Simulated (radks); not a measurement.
Values are calculated unless marked as measured or tabulated.
Question: The mean radii <r> (bohr) of the occupied orbitals of an atom or ion are listed with their occupations. Level of theory: Dirac Kohn-Sham, PBE, spin-unpolarised, spherical densities, finite nucleus; Fermi nuclear charge, rms radius of each element as measured or else 0.836 A^(1/3) + 0.57 fm (a radial shooting solver on a logarithmic mesh with Libxc functionals).

| orbital | occ. | <r> |
|---|---|---|
| 1s1/2 | 2 | 0.02261 |

Name the element and its charge. Open shells, if any, fill j = l - 1/2 first.

Answer: Z = 62, samarium, charge +60: Sm60+ in [He]. The 1s radius gives Z: for a bare nucleus <r> = (2 gamma + 1)/(2Z) with gamma = sqrt(1 - (Z/c)^2), 0.02245 bohr for Z = 62, and screening makes it slightly larger (0.02261 here). The occupations add up to 2, and the charge is Z minus that.
